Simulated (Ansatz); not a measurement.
C$_{2}$H$_{8}$ClGaS, SMILES `[CH3][Ga-]([CH3])([SH2+])[Cl]`, charge 0, multiplicity 1.

Give a relaxed structure at PBE0-D4/def2-TZVP (the Gaussian-basis code of Ansatz). (Best estimate.)

Computed: 
Z-matrix (Å, degrees):
```
C
Ga 1 1.968
H 1 1.093 2 109.5
H 1 1.093 2 111.9 3 119.5
H 1 1.091 2 110.8 3 -118.4
C 2 1.968 1 129.0 3 -78.7
S 2 2.689 1 97.7 3 175.0
Cl 2 2.196 1 113.4 3 76.2
H 6 1.093 2 111.9 1 -40.6
H 6 1.093 2 109.5 1 78.9
H 6 1.091 2 110.8 1 -162.7
H 7 1.344 2 97.2 1 18.0
H 7 1.344 2 97.2 1 111.4
```
Point group Cs.
This is one stationary point; other conformers may exist.
